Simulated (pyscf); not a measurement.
H₃C–O–B(OH)–O–CH₃, singlet

Gas-phase minimum from PySCF at ωB97X-D3(BJ)/def2-SVP, one conformer. H₃C–O–B(OH)–O–CH₃ lies 15.6 kcal/mol over its isomer H₃C–CH₂–O–B(OH)–OH (electronic energy, ωB97M-D3(BJ)/def2-TZVP). 

```
B
O 1 1.3645
O 1 1.3678 2 119.97
O 1 1.3699 2 120.57 3 -179.95
H 4 0.9634 1 110.72 2 179.76
C 2 1.4120 1 120.17 3 179.88
H 6 1.1002 2 108.14 1 -178.45
H 6 1.1028 7 108.92 2 -121.28
H 6 1.1030 7 108.86 8 -117.55
C 3 1.4121 1 120.12 2 -0.63
H 10 1.1002 3 108.13 1 -179.68
H 10 1.1028 11 108.96 3 121.23
H 10 1.1029 11 108.94 12 117.55
```
Charge 0, spin multiplicity 1.

Properties at ωB97X-D3(BJ)/def2-SVP:

```yaml
harmonic_wavenumbers_unscaled: 49, 58, 126, 178, 182, 262, 453, 520, 547, 689, 806, 986, 1142, 1174, 1189, 1190, 1207, 1239, 1425, 1443, 1480, 1482, 1485, 1488, 1512, 1546, 3054, 3055, 3142, 3142, 3167, 3168, 3922 cm⁻¹
zero_point_energy: 66.5 kcal/mol
rotational_symmetry_number: 1
Entropy of this conformer at 298 K and 1 atm, rigid rotor and harmonic oscillator, modes under 100 cm⁻¹ raised to 100: 357.1 J/(mol K)
dipole_moment: 0.18 D
```

Single-point totals, which compare only within one level:

```json
[
 {"level": "ωB97X-D3(BJ)/def2-TZVP", "total energy (hartree)": "-331.32297"},
 {"level": "PBE/def2-TZVP", "total energy (hartree)": "-330.82852"},
 {"level": "r²SCAN/def2-TZVP", "total energy (hartree)": "-331.04606"},
 {"level": "B3LYP-D3(BJ)/def2-TZVP", "total energy (hartree)": "-331.24858"},
 {"level": "PBE0-D3(BJ)/def2-TZVP", "total energy (hartree)": "-330.85497"},
 {"level": "M06-2X/def2-TZVP", "total energy (hartree)": "-331.09634"},
 {"level": "ωB97M-D3(BJ)/def2-TZVP", "total energy (hartree)": "-331.30391"}
]
```

The lowest mode is so soft that the shape along it may change with the basis. Soft torsions are taken as harmonic, which can shift the entropy by several J/(mol K).
